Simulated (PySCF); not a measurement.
Electron correlation in S- (sulfur, charge -1)

[Ne] 3s2 3p5, 2P determinant. Calculation: PySCF 2.14, in aug-cc-pwCVTZ (8s7p5d3f, 75 functions); no relativity, point nucleus. Frozen: [Ne]; 7 electrons correlated.

| level | correlation energy (mhartree) |
| --- | --- |
| CCSD | -179.78 |
| (T) | -8.45 |
| CCSD(T) | -188.23 |

Diagnostics: T1 = 0.011, D1 = 0.0274, largest double amplitude 0.037.

Cost of the coupled-cluster step: about 10 core-seconds, for 7 correlated electrons.

Iterations:

```
CC2 = 0
CCSD nocc = (np.int64(4), np.int64(3)), nmo = (70, 70)
frozen orbitals [[0, 1, 2, 3, 4], [0, 1, 2, 3, 4]]
max_cycle = 100
direct = 0
conv_tol = 1e-08
conv_tol_normt = 1e-06
diis_space = 8
diis_start_cycle = 0
Init t2, MP2 energy = -0.159544040836475
Init E_corr(UCCSD) = -0.159544040837686
cycle = 1  E_corr(UCCSD) = -0.174182990626141  dE = -0.0146389498  norm(t1,t2) = 0.0473041
cycle = 2  E_corr(UCCSD) = -0.178027906255572  dE = -0.00384491563  norm(t1,t2) = 0.0164413
cycle = 3  E_corr(UCCSD) = -0.179623880768739  dE = -0.00159597451  norm(t1,t2) = 0.00786477
cycle = 4  E_corr(UCCSD) = -0.179839715453816  dE = -0.000215834685  norm(t1,t2) = 0.00254595
cycle = 5  E_corr(UCCSD) = -0.179765251602755  dE = 7.44638511e-05  norm(t1,t2) = 0.00124177
cycle = 6  E_corr(UCCSD) = -0.179769175228646  dE = -3.92362589e-06  norm(t1,t2) = 0.000417614
cycle = 7  E_corr(UCCSD) = -0.17977656232125  dE = -7.3870926e-06  norm(t1,t2) = 0.000126803
cycle = 8  E_corr(UCCSD) = -0.179774812324683  dE = 1.74999657e-06  norm(t1,t2) = 5.33018e-05
cycle = 9  E_corr(UCCSD) = -0.17977503476715  dE = -2.22442467e-07  norm(t1,t2) = 1.81696e-05
cycle = 10  E_corr(UCCSD) = -0.1797751013422  dE = -6.65750506e-08  norm(t1,t2) = 4.79374e-06
cycle = 11  E_corr(UCCSD) = -0.179775078208496  dE = 2.31337048e-08  norm(t1,t2) = 1.50477e-06
cycle = 12  E_corr(UCCSD) = -0.179775089333938  dE = -1.11254427e-08  norm(t1,t2) = 4.12145e-07
cycle = 13  E_corr(UCCSD) = -0.17977508845869  dE = 8.75248346e-10  norm(t1,t2) = 1.42776e-07
UCCSD converged
E(UCCSD) = -397.7225239715778  E_corr = -0.1797750884586899
UCCSD(T) correction = -0.00845403932657284
```
